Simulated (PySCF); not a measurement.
Compound: C3H8FNO2Si.
Numbering: `[CH3:1][C@@H:2]1[CH2:3][O:4][Si@@:5]([NH2:6])([F:7])[O:8]1` (hydrogens: H9, H10, H11 on C1; H12 on C2; H13, H14 on C3; H15, H16 on N6)

Cartesian coordinates in Å at the GFN2-xTB level; atoms count from 1:
```
atom  x, y, z in Å
C1    -1.246    1.408    0.421
C2    -1.103    0.195   -0.487
C3    -1.033   -1.118    0.328
O4     0.320   -1.443    0.518
Si5    1.258   -0.623   -0.532
N6     2.503    0.212    0.296
F7     1.857   -1.560   -1.699
O8     0.098    0.283   -1.221
H9    -0.445    1.400    1.156
H10   -2.208    1.391    0.927
H11   -1.167    2.316   -0.170
H12   -1.925    0.160   -1.211
H13   -1.515   -1.936   -0.215
H14   -1.505   -1.006    1.306
H15    2.807   -0.166    1.178
H16    3.298    0.497   -0.249
```

A PySCF run (density fitting, gas phase, GFN2-xTB geometry) gave HOMO -9.48 eV, LUMO 0.86 eV, dipole 2.02 D.

Question: Which of these levels was it?
A. CAM-B3LYP/def2-SVPD
B. PBE0/def2-SVP
C. PBE0/pcSseg-1
D. HCTH407/def2-SVPD

Answer: A. It is CAM-B3LYP/def2-SVPD. All candidates on this geometry:

```
 level and settings                    kind  basis functions  SCF cycles     E (Eh)  HOMO (eV)  LUMO (eV)  dipole (D)
  HCTH407/def2-SVPD                     GGA              237          15  -713.4046      -6.69      -0.85        1.90
      PBE0/pcSseg-1           global hybrid              183          13  -713.2134      -7.92       0.91        1.96
      PBE0/def2-SVP           global hybrid              156          12  -712.8505      -7.77       1.26        1.89
CAM-B3LYP/def2-SVPD  range-separated hybrid              237          13  -713.3179      -9.48       0.86        2.02
```

The nearest other candidate, by the summed differences of HOMO and LUMO, is PBE0/pcSseg-1: its HOMO differs by +1.56 eV and its LUMO by +0.05 eV. Cycle counts include a coarse-grid stage where the run had one.
